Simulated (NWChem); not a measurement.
System: SeCl$_{2}$; SMILES Cl[Se]Cl

NWChem input:

```
start job
memory heap 200 mb stack 900 mb global 1100 mb
geometry units angstroms noautoz
  Se     0.000000     0.000000     0.683275
  Cl    -1.684850     0.000000    -0.684935
  Cl     1.684850     0.000000    -0.684935
end
basis spherical
  * library 3-21g
end
dft
  xc xcamb88 1.00 lyp 0.81 vwn_5 0.19 hfexch 1.00
  cam 0.33 cam_alpha 0.19 cam_beta 0.46
  iterations 150
  vectors input atomic output neutral.movecs
end
task dft energy
charge 1
dft
  odft
  mult 2
  vectors input atomic output cation.movecs
end
task dft energy
```

Structure relaxed at the PBE0/def2-SVP level.

Ions are spin-unrestricted doublets at the neutral geometry; other ion states weren't tried.

Problem. Give the results of this calculation. (CAM-B3LYP/3-21G, vertical spin-unrestricted ions.) Quantities: basis functions; vertical ionisation energy, ΔSCF (eV); −ε(HOMO) (eV).

Solution. 
| Property | Result |
|---|---|
| number of basis functions | 48 |
| vertical ionisation energy, ΔSCF (eV) | 9.92 |
| −ε(HOMO) (eV) | 8.66 |
